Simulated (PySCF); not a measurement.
# Co²⁺: excitation energy

Co²⁺ [Ar] 3d7 (4F) → Co²⁺ [Ar] 3d6 4s1 (6D), as a difference of total energies. Calculation: PySCF 2.14, in x2c-TZVPPall with one added diffuse shell each of s, p, d, f type (7s6p5d3f1g, 80 functions); the spin-free X2C one-electron Hamiltonian (Gaussian nucleus). Correlated levels: valence: [Ar] frozen. The calculations carry no spin-orbit coupling.

```json
{"method": "UHF", "excitation energy (eV)": "4.477"}
{"method": "MP2 (valence)", "excitation energy (eV)": "5.750"}
{"method": "SCS-MP2 (valence)", "excitation energy (eV)": "6.075"}
{"method": "CCSD (valence)", "excitation energy (eV)": "5.583"}
{"method": "CCSD(T) (valence)", "excitation energy (eV)": "5.622"}
```

How much does correlation contribute at CCSD(T) (valence)?

5.622 − (4.477) = 1.145 eV, measured against UHF.
